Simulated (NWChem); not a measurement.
System: CH4F3NSi; SMILES CN[Si](F)(F)F

The following NWChem deck was run.

```
start job
memory heap 200 mb stack 900 mb global 1100 mb
geometry units angstroms noautoz
  C     -0.080069     2.385538     0.073276
  N      0.667999     1.146967     0.132284
  Si     0.031086    -0.402455     0.001437
  F     -0.675990    -0.992404     1.316055
  F      1.207011    -1.426717    -0.360431
  F     -1.107945    -0.443569    -1.124940
  H     -0.245522     2.838678     1.066259
  H     -1.065735     2.202835    -0.379009
  H      0.428232     3.127004    -0.563700
  H      1.647631     1.241111     0.374327
end
basis spherical
  * library def2-svp
end
dft
  xc r2scan
  iterations 150
  mulliken
end
task dft energy
```

NWChem printed, in part:

```
             Northwest Computational Chemistry Package (NWChem) 7.3.0
             --------------------------------------------------------

 C1  symmetry detected

                             Geometry "geometry" -> ""
                             -------------------------

 Output coordinates in angstroms (scale by  1.889725989 to convert to a.u.)

  No.       Tag          Charge          X              Y              Z
 ---- ---------------- ---------- -------------- -------------- --------------
    1 C                    6.0000    -0.03001068     2.38042050     0.07724955
    2 N                    7.0000     0.69192907     1.12562520     0.11516453
    3 Si                  14.0000     0.01853286    -0.40902362    -0.00681172
    4 F                    9.0000    -0.67177650    -0.98866778     1.32123287
    5 F                    9.0000     1.16341960    -1.45720358    -0.39849250
    6 F                    9.0000    -1.14596301    -0.42083025    -1.10754651
    7 H                    1.0000    -0.16332924     2.83309515     1.07526639
    8 H                    1.0000    -1.02927768     2.22103256    -0.35349459
    9 H                    1.0000     0.48004681     3.11317287    -0.56834743
   10 H                    1.0000     1.67853977     1.19744524     0.33554593

 Effective nuclear repulsion energy (a.u.)     343.2254418688

                                 NWChem DFT Module
                                 -----------------

 Summary of "ao basis" -> "ao basis" (spherical)
 ------------------------------------------------------------------------------
       Tag                 Description            Shells   Functions and Types
 ---------------- ------------------------------  ------  ---------------------
 C                          def2-svp                 6       14   3s2p1d
 N                          def2-svp                 6       14   3s2p1d
 Si                         def2-svp                 8       18   4s3p1d
 F                          def2-svp                 6       14   3s2p1d
 H                          def2-svp                 3        5   2s1p

            General Information
            -------------------
          SCF calculation type: DFT
          Wavefunction type:  closed shell.
          No. of atoms     :    10
          No. of electrons :    58
           Alpha electrons :    29
            Beta electrons :    29
          Charge           :     0
          Spin multiplicity:     1
          Use of symmetry is: off; symmetry adaption is: off
          Maximum number of iterations: 150
          AO basis - number of functions:   108
                     number of shells:    50
          Convergence on energy requested:  1.00D-06
          Convergence on density requested:  1.00D-05
          Convergence on gradient requested:  5.00D-04

              XC Information
              --------------
                      r^2SCAN Method XC Functional
               r^2SCAN metaGGA Exchange Functional  1.000
                     r^2SCAN Correlation Potential  1.000

             Grid Information
             ----------------
          Grid used for XC integration:  medium
          Radial quadrature: Mura-Knowles
          Angular quadrature: Lebedev.
          Tag              B.-S. Rad. Rad. Pts. Rad. Cut. Ang. Pts.
          ---              ---------- --------- --------- ---------
          C                   0.70       49          10.0       434
          N                   0.65       49           7.0       434
          Si                  1.10       88          10.0       590
          F                   0.50       49          12.0       434
          H                   0.35       45          11.0       434
          Grid pruning is: on
          Number of quadrature shells:   513
          Spatial weights used:  Erf1

      Superposition of Atomic Density Guess
      -------------------------------------

 Sum of atomic energies:        -680.48218659

      Non-variational initial energy
      ------------------------------

 Total energy =    -682.503414
 1-e energy   =   -1626.968428
 2-e energy   =     601.239571
 HOMO         =      -0.312449
 LUMO         =       0.052076

     ---------------------------------------------
      Total Density - Mulliken Population Analysis
     ---------------------------------------------

    Atom       Charge   Shell Charges
 -----------   ------   -------------------------------------------------------
    1 C    6     6.00   1.99  0.93  0.19  1.93  0.93  0.04
    2 N    7     7.73   1.99  1.01  0.46  2.55  1.70  0.01
    3 Si  14    12.11   2.00  1.99  0.66  0.03  5.93  0.75  0.34  0.41
    4 F    9     9.56   1.99  1.14  0.78  3.51  2.13  0.00
    5 F    9     9.55   1.99  1.14  0.78  3.50  2.13  0.00
    6 F    9     9.55   1.99  1.14  0.78  3.50  2.14  0.00
    7 H    1     0.92   0.69  0.21  0.02
    8 H    1     0.92   0.68  0.21  0.02
    9 H    1     0.92   0.69  0.21  0.02
   10 H    1     0.74   0.59  0.11  0.04

   convergence    iter        energy       DeltaE   RMS-Dens  Diis-err
 ---------------- ----- ----------------- --------- --------- ---------
 d= 0,ls=0.0,diis     1   -683.7922061291 -1.03D+03  1.33D-02  1.04D+00
 d= 0,ls=0.0,diis     2   -683.7303100577  6.19D-02  7.14D-03  1.99D+00
 d= 0,ls=0.0,diis     3   -683.8966953547 -1.66D-01  9.69D-04  2.92D-02
 d= 0,ls=0.0,diis     4   -683.8982295073 -1.53D-03  5.17D-04  7.20D-03
 d= 0,ls=0.0,diis     5   -683.8988805164 -6.51D-04  1.58D-04  8.24D-04
  Resetting Diis
 d= 0,ls=0.0,diis     6   -683.8989697082 -8.92D-05  1.65D-05  3.82D-06
 d= 0,ls=0.0,diis     7   -683.8989701152 -4.07D-07  9.57D-06  6.42D-07

         Total DFT energy =     -683.898970115203
      One electron energy =    -1630.444044273812
           Coulomb energy =      669.450817717884
    Exchange-Corr. energy =      -66.131185428101
 Nuclear repulsion energy =      343.225441868825

 Numeric. integr. density =       57.999996503403

                       DFT Final Molecular Orbital Analysis
                       ------------------------------------

 Vector   27  Occ=2.000000D+00  E=-3.656154D-01
              MO Center= -3.4D-01, -9.3D-01,  1.6D-01, r^2= 2.6D+00
   Bfn.  Coefficient  Atom+Function         Bfn.  Coefficient  Atom+Function
  ----- ------------  ---------------      ----- ------------  ---------------
    50      0.400767   4 F  px               66     -0.331850   5 F  pz
    80      0.298656   6 F  pz               53     -0.279443   4 F  px
    69      0.236296   5 F  pz               78     -0.223980   6 F  px
    83     -0.209649   6 F  pz               81      0.159433   6 F  px
    51     -0.157976   4 F  py               52      0.147957   4 F  pz

 Vector   28  Occ=2.000000D+00  E=-3.534958D-01
              MO Center=  3.0D-02,  1.7D+00, -2.8D-02, r^2= 3.0D+00
   Bfn.  Coefficient  Atom+Function         Bfn.  Coefficient  Atom+Function
  ----- ------------  ---------------      ----- ------------  ---------------
    94     -0.293852   8 H  s                 4      0.271242   1 C  px
    99      0.223352   9 H  s                 5      0.218284   1 C  py
    19      0.195907   2 N  py              104     -0.190937  10 H  s
    18      0.182255   2 N  px               51      0.139841   4 F  py
    95     -0.131431   8 H  s                65      0.128078   5 F  py

 Vector   29  Occ=2.000000D+00  E=-2.394262D-01
              MO Center=  5.1D-01,  1.3D+00,  1.4D-01, r^2= 1.9D+00
   Bfn.  Coefficient  Atom+Function         Bfn.  Coefficient  Atom+Function
  ----- ------------  ---------------      ----- ------------  ---------------
    20      0.516713   2 N  pz               23     -0.444216   2 N  pz
    89      0.203751   7 H  s                99     -0.158299   9 H  s
     6      0.153070   1 C  pz               90      0.123195   7 H  s
    51     -0.101066   4 F  py               18     -0.094717   2 N  px
   100     -0.089930   9 H  s                41     -0.088999   3 Si pz

 Vector   30  Occ=0.000000D+00  E= 2.735579D-02
              MO Center=  2.6D-01,  6.1D-01,  1.3D-01, r^2= 5.0D+00
   Bfn.  Coefficient  Atom+Function         Bfn.  Coefficient  Atom+Function
  ----- ------------  ---------------      ----- ------------  ---------------
    32     -1.015768   3 Si s                17      0.937581   2 N  s
   105     -0.606706  10 H  s                 3      0.528580   1 C  s
   100     -0.354984   9 H  s                95     -0.335805   8 H  s
     8      0.306358   1 C  py               77      0.280524   6 F  s
    90     -0.270490   7 H  s                16      0.256746   2 N  s

 Vector   31  Occ=0.000000D+00  E= 6.033745D-02
              MO Center=  3.9D-01,  7.0D-01,  8.6D-02, r^2= 5.7D+00
   Bfn.  Coefficient  Atom+Function         Bfn.  Coefficient  Atom+Function
  ----- ------------  ---------------      ----- ------------  ---------------
     3      1.286681   1 C  s               100     -0.772992   9 H  s
    32      0.646495   3 Si s                39      0.527356   3 Si px
    90     -0.474020   7 H  s                95     -0.406649   8 H  s
    63     -0.368593   5 F  s                17     -0.351541   2 N  s
     2      0.335008   1 C  s                40     -0.261752   3 Si py

 Vector   32  Occ=0.000000D+00  E= 8.827886D-02
              MO Center=  3.4D-01,  9.1D-01, -5.6D-02, r^2= 5.6D+00
   Bfn.  Coefficient  Atom+Function         Bfn.  Coefficient  Atom+Function
  ----- ------------  ---------------      ----- ------------  ---------------
   105     -0.928765  10 H  s                95      0.923512   8 H  s
    17      0.777699   2 N  s                32      0.455023   3 Si s
     3     -0.404902   1 C  s                 8      0.401755   1 C  py
     7      0.330395   1 C  px               39     -0.315777   3 Si px
    77     -0.302346   6 F  s               100     -0.285710   9 H  s

[...]
```

Level: r2SCAN/def2-SVP. Geometry: optimised at PBE0/def2-SVP.
